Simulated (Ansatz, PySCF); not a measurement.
CH6N2Si2, SMILES N[Si@H]1C=N[SiH2]1.

Geometry optimised at B3LYP-D3(BJ)/def2-SVP. The structure was generated by enumeration; whether it is a known compound was not checked. Other conformers were not sampled.

Vertical ionisation energy (IE) and electron affinity (EA) in eV. Rows of orbital energies are one-electron estimates. Where ΔSCF, EOM or ADC give a negative EA the extra electron is unbound and the value depends on the basis.

```csv
level,IE,EA
"−ε(HOMO), −ε(LUMO), CAM-B3LYP/def2-TZVP (PySCF)",7.88,-0.11
"−ε(HOMO), −ε(LUMO), PBE/def2-TZVP (PySCF)",5.24,2.17
"ΔSCF, CAM-B3LYP/def2-SVPD (Ansatz), final states of multiplicity 2 and 2",(withheld),(withheld)
"ΔSCF, PBE/def2-SVPD (Ansatz), final states of multiplicity 2 and 2",8.22,-0.35
```

Question: What belongs in the gaps? (Estimate from the structure and the level; the computed values follow.)

Answer: 
- ΔSCF, CAM-B3LYP/def2-SVPD (Ansatz, a program for electronic structure), final states of multiplicity 2 and 2, IE: 8.62
- ΔSCF, CAM-B3LYP/def2-SVPD (Ansatz), final states of multiplicity 2 and 2, EA: -0.65

Question: What vertical singlet–triplet gap does ΔSCF give with CAM-B3LYP/def2-SVPD (Ansatz) and with PBE/def2-SVPD (Ansatz)? (The exact figures need the calculation; the answer reports its results.)

Answer: 2.91 and 2.75 eV (triplet above singlet where positive).
